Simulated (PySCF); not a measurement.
C₆H₈N₂, SMILES c1(N)ccc(N)cc1.

Geometry: PBE0-D3(BJ)/def2-SVP. One conformer was computed; it need not be the lowest.

Computed with HF/def2-TZVP (PySCF).

Symmetry labels are those of the subgroup C2h that the program uses (full group C2h).

Question: List the valence orbital energies around the gap with their symmetry. (Estimate from the structure and the level; the computed values follow.)

Answer: 
| orbital | symmetry | energy (eV) |
|---|---|---|
| HOMO−7 | Au | -15.43 |
| HOMO−6 | Ag | -14.69 |
| HOMO−5 | Bu | -14.61 |
| HOMO−4 | Ag | -13.30 |
| HOMO−3 | Bg | -13.05 |
| HOMO−2 | Bu | -11.07 |
| HOMO−1 | Bg | -9.09 |
| HOMO | Ag | -7.08 |
| LUMO | Au | 3.39 |
| LUMO+1 | Bu | 3.70 |
| LUMO+2 | Ag | 3.86 |
| LUMO+3 | Bu | 4.56 |
